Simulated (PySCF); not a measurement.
SMILES C(=C)/C=C\OC, GFN2-xTB optimised geometry.

```
14

C      1.47    -2.23     0.00
C      0.73    -1.13     0.00
C     -0.71    -1.13     0.00
C     -1.46    -0.02     0.00
O     -0.93     1.23     0.00
C     -1.85     2.29     0.02
H      1.02    -3.21     0.00
H      2.55    -2.20     0.00
H      1.19    -0.15     0.00
H     -1.21    -2.08     0.00
H     -2.55    -0.07     0.00
H     -1.27     3.21    -0.01
H     -2.46     2.27     0.93
H     -2.52     2.26    -0.86
```

Density from PBE/def2-TZVP run with PySCF at that geometry.

Minimum of the electron density along straight lines between bonded atoms, close to the bond critical point (lines longer than 1.1 times the sum of covalent radii, or with two minima, are not listed):

```json
[
 {"bond": "C1–C2", "length / Å": "1.330", "ρ at the minimum / e bohr⁻³": "0.350", "∇²ρ there / e bohr⁻⁵": "-1.06", "position (fraction from the first atom)": "0.50"},
 {"bond": "C2–C3", "length / Å": "1.442", "ρ at the minimum / e bohr⁻³": "0.284", "∇²ρ there / e bohr⁻⁵": "-0.77", "position (fraction from the first atom)": "0.50"},
 {"bond": "C3–C4", "length / Å": "1.338", "ρ at the minimum / e bohr⁻³": "0.347", "∇²ρ there / e bohr⁻⁵": "-1.04", "position (fraction from the first atom)": "0.48"},
 {"bond": "C4–O5", "length / Å": "1.358", "ρ at the minimum / e bohr⁻³": "0.292", "∇²ρ there / e bohr⁻⁵": "-0.54", "position (fraction from the first atom)": "0.35"},
 {"bond": "O5–C6", "length / Å": "1.406", "ρ at the minimum / e bohr⁻³": "0.262", "∇²ρ there / e bohr⁻⁵": "-0.53", "position (fraction from the first atom)": "0.64"},
 {"bond": "C1–H7", "length / Å": "1.078", "ρ at the minimum / e bohr⁻³": "0.284", "∇²ρ there / e bohr⁻⁵": "-0.98", "position (fraction from the first atom)": "0.64"},
 {"bond": "C1–H8", "length / Å": "1.076", "ρ at the minimum / e bohr⁻³": "0.285", "∇²ρ there / e bohr⁻⁵": "-1.00", "position (fraction from the first atom)": "0.64"},
 {"bond": "C2–H9", "length / Å": "1.081", "ρ at the minimum / e bohr⁻³": "0.286", "∇²ρ there / e bohr⁻⁵": "-1.00", "position (fraction from the first atom)": "0.65"},
 {"bond": "C3–H10", "length / Å": "1.080", "ρ at the minimum / e bohr⁻³": "0.283", "∇²ρ there / e bohr⁻⁵": "-0.98", "position (fraction from the first atom)": "0.64"},
 {"bond": "C4–H11", "length / Å": "1.085", "ρ at the minimum / e bohr⁻³": "0.286", "∇²ρ there / e bohr⁻⁵": "-1.00", "position (fraction from the first atom)": "0.65"},
 {"bond": "C6–H12", "length / Å": "1.089", "ρ at the minimum / e bohr⁻³": "0.285", "∇²ρ there / e bohr⁻⁵": "-1.00", "position (fraction from the first atom)": "0.65"},
 {"bond": "C6–H13", "length / Å": "1.096", "ρ at the minimum / e bohr⁻³": "0.280", "∇²ρ there / e bohr⁻⁵": "-0.95", "position (fraction from the first atom)": "0.65"},
 {"bond": "C6–H14", "length / Å": "1.096", "ρ at the minimum / e bohr⁻³": "0.279", "∇²ρ there / e bohr⁻⁵": "-0.95", "position (fraction from the first atom)": "0.65"}
]
```
